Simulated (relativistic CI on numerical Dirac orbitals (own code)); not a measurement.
Te¹⁵⁺: computed level list

Computed by Dirac-Coulomb-Breit CI, KLI orbitals optimised for each configuration, model QED, unscaled Slater integrals (own radial code, finite nucleus).

Configurations in the expansion (outside the closed core [Ar] 3d10): 4s2 4p6 4d, 4s2 4p5 4d2, 4s2 4p6 4f, 4s 4p6 4d2, 4s2 4p6 5s, 4s2 4p5 4d 4f, 4s2 4p6 5p, 4s 4p6 4d 4f, 4s2 4p6 5d, 4s2 4p5 4d 5s, 4s2 4p6 5f, 4s2 4p6 6s, 4p6 4d3, 4p5 4d4, 4p5 4d3 4f. Double excitations out of closed p, d and f shells are left out; levels of such configurations are missing from the list, as are those of other unlisted configurations, and high levels can miss mixing partners. These lack a partner that the ground configuration has and come out too high: 4s2 4p5 4d 5s.

The lowest level is 4s2 4p6 4d 2D_3/2, with 99 % of that term; Hund's rules for 4s2 4p6 4d give 2D with J = 3/2, in agreement.

| No. | Configuration | Term | J | E (cm⁻¹) | % | Next component (%) | jj configuration (%) |
| --- | --- | --- | --- | --- | --- | --- | --- |
| 1 | 4s2 4p6 4d | 2D | 3/2 | 0 | 99 | 1 4s2 4p5 4d 4f 2D | 4d3/2 (99) |
| 2 | 4s2 4p6 4d | 2D | 5/2 | 17411 | 99 | 1 4s2 4p5 4d 4f 2D | 4d5/2 (99) |
| 3 | 4p5 4d2(3F) | 4D° | 1/2 | 581871 | 96 | 3 2P° | 4p3/2^3 4d3/2^2 (71) |
| 4 | 4p5 4d2(3F) | 4D° | 3/2 | 585537 | 82 | 10 4F° | 4p3/2^3 4d3/2^2 (66) |
| 5 | 4p5 4d2(3F) | 4D° | 5/2 | 593833 | 72 | 19 4F° | 4p3/2^3 4d3/2 4d5/2 (71) |
| 6 | 4p5 4d2(3F) | 4D° | 7/2 | 604938 | 58 | 27 4F° | 4p3/2^3 4d3/2 4d5/2 (71) |
| 7 | 4s2 4p5 4d2 | 2F° | 5/2 | 609945 | 27 | 19 4P° | 4p3/2^3 4d3/2^2 (63) |
| 8 | 4p5 4d2(3F) | 4G° | 7/2 | 613039 | 41 | 22 2F° | 4p3/2^3 4d3/2^2 (73) |
| 9 | 4p5 4d2(3F) | 4G° | 9/2 | 613499 | 77 | 16 4F° | 4p3/2^3 4d3/2 4d5/2 (94) |
| 10 | 4p5 4d2(3F) | 4G° | 11/2 | 617625 | 95 | 4 2H° | 4p3/2^3 4d5/2^2 (61) |
| 11 | 4p5 4d2(3P) | 4P° | 5/2 | 622291 | 59 | 22 2F° | 4p3/2^3 4d3/2 4d5/2 (82) |
| 12 | 4p5 4d2(3P) | 4P° | 3/2 | 625742 | 33 | 24 2D° | 4p3/2^3 4d3/2 4d5/2 (64) |
| 13 | 4p5 4d2(3P) | 4P° | 3/2 | 628076 | 34 | 27 4F° | 4p3/2^3 4d3/2^2 (57) |
| 14 | 4p5 4d2(3F) | 2G° | 7/2 | 639342 | 50 | 23 2F° | 4p3/2^3 4d3/2 4d5/2 (87) |
| 15 | 4p5 4d2(3P) | 4P° | 1/2 | 639938 | 61 | 20 2P° | 4p3/2^3 4d3/2 4d5/2 (86) |
| 16 | 4p5 4d2(1D) | 2D° | 5/2 | 643757 | 61 | 20 2F° | 4p3/2^3 4d5/2^2 (75) |
| 17 | 4p5 4d2(1D) | 2F° | 7/2 | 645983 | 73 | 11 4s2 4p6 4f 2F° | 4p3/2^3 4d5/2^2 (55) |
| 18 | 4p5 4d2(3F) | 4F° | 9/2 | 647729 | 66 | 29 2G° | 4p3/2^3 4d5/2^2 (70) |
| 19 | 4p5 4d2(1G) | 2F° | 5/2 | 650461 | 34 | 18 4F° | 4p3/2^3 4d3/2 4d5/2 (47) |
| 20 | 4p5 4d2(1G) | 2H° | 11/2 | 652059 | 95 | 4 4G° | 4p3/2^3 4d3/2 4d5/2 (61) |
| 21 | 4p5 4d2(3P) | 4D° | 7/2 | 655936 | 47 | 27 2F° | 4p3/2^3 4d3/2 4d5/2 (75) |
| 22 | 4p5 4d2(3F) | 4F° | 3/2 | 657655 | 32 | 30 2P° | 4p3/2^3 4d3/2 4d5/2 (72) |
| 23 | 4p5 4d2(1D) | 2P° | 1/2 | 665984 | 74 | 17 4P° | 4p3/2^3 4d5/2^2 (87) |
| 24 | 4p5 4d2(3P) | 4D° | 5/2 | 669935 | 31 | 22 4G° | 4p3/2^3 4d3/2 4d5/2 (65) |
| 25 | 4p5 4d2(1G) | 2G° | 9/2 | 678025 | 51 | 48 2H° | 4p3/2^3 4d3/2 4d5/2 (70) |
| 26 | 4p5 4d2(3P) | 2D° | 3/2 | 686179 | 43 | 33 4D° | 4p3/2^3 4d3/2 4d5/2 (46) |
| 27 | 4p5 4d2(3F) | 4G° | 5/2 | 696102 | 28 | 24 2F° | 4p1/2 4p3/2^4 4d3/2^2 (51) |
| 28 | 4p5 4d2(3F) | 4D° | 7/2 | 699593 | 34 | 30 2F° | 4p3/2^3 4d5/2^2 (68) |
| 29 | 4p5 4d2(3F) | 2F° | 5/2 | 709782 | 26 | 21 4D° | 4p1/2 4p3/2^4 4d3/2 4d5/2 (38) |
| 30 | 4p5 4d2(1D) | 2D° | 3/2 | 709850 | 38 | 38 2P° | 4p3/2^3 4d5/2^2 (63) |
| 31 | 4p5 4d2(3P) | 4D° | 1/2 | 716091 | 72 | 14 2S° | 4p1/2 4p3/2^4 4d3/2^2 (37) |
| 32 | 4p5 4d2(3F) | 2G° | 7/2 | 720857 | 32 | 31 4G° | 4p1/2 4p3/2^4 4d3/2 4d5/2 (84) |
| 33 | 4p5 4d2(3P) | 4S° | 3/2 | 731498 | 37 | 33 2P° | 4p3/2^3 4d5/2^2 (36) |
| 34 | 4p5 4d2(3F) | 2G° | 9/2 | 738846 | 56 | 17 2H° | 4p1/2 4p3/2^4 4d3/2 4d5/2 (69) |
| 35 | 4s2 4p6 4f | 2F° | 7/2 | 739958 | 42 | 30 4s2 4p5 4d2 2F° | 4f7/2 (42) |
| 36 | 4p5 4d2(1D) | 2F° | 5/2 | 744612 | 44 | 30 2D° | 4p1/2 4p3/2^4 4d3/2 4d5/2 (70) |
| 37 | 4p5 4d2(3P) | 2D° | 3/2 | 744972 | 32 | 30 2P° | 4p1/2 4p3/2^4 4d3/2 4d5/2 (70) |
| 38 | 4p5 4d2(3P) | 2S° | 1/2 | 747839 | 63 | 20 4P° | 4p1/2 4p3/2^4 4d3/2 4d5/2 (81) |
| 39 | 4p5 4d2(1G) | 2G° | 7/2 | 758252 | 61 | 22 2F° | 4p1/2 4p3/2^4 4d5/2^2 (58) |
| 40 | 4p5 4d2(1D) | 2P° | 3/2 | 768265 | 40 | 24 4S° | 4p1/2 4p3/2^4 4d5/2^2 (82) |
| 41 | 4p5 4d2(1G) | 2G° | 9/2 | 770905 | 57 | 35 2H° | 4p1/2 4p3/2^4 4d5/2^2 (66) |
| 42 | 4p5 4d2(3P) | 2D° | 5/2 | 776796 | 46 | 32 2F° | 4p1/2 4p3/2^4 4d5/2^2 (90) |
| 43 | 4p5 4d2(1S) | 2P° | 1/2 | 816812 | 90 | 6 4D° | 4p1/2 4p3/2^4 4d5/2^2 (85) |
| 44 | 4s2 4p6 5s | 2S | 1/2 | 861729 | 100 |  | 5s (100) |
| 45 | 4p5 4d2(3P) | 2P° | 1/2 | 865206 | 97 | 2 4D° | 4p1/2 4p3/2^4 4d3/2^2 (54) |

Energies count from the lowest computed level; ° marks odd parity. Percentages are summed over parent terms; the parents shown are those of the largest component, closed shells are left out there. Filled j subshells are mostly left out of the jj labels.

The mean weight of the leading LS term, summed over parents, in these 45 levels is 58 %, and that of the leading jj configuration (from the same eigenvectors) 69 %, so jj coupling describes them better and the LS labels are nominal.

At this charge energies of transitions that change n are usually good to better than 1 %, and those within a shell (Δn = 0) to a few per cent. Levels and lines within the n = 5 or 6 shells can be off by up to 10 % or somewhat more, and those that change n by about 2 %, since core polarisation is missing.

LS names give the leading component of a level, which can be under half, so a name can repeat, a term be missing and a line seem to break the LS rules.
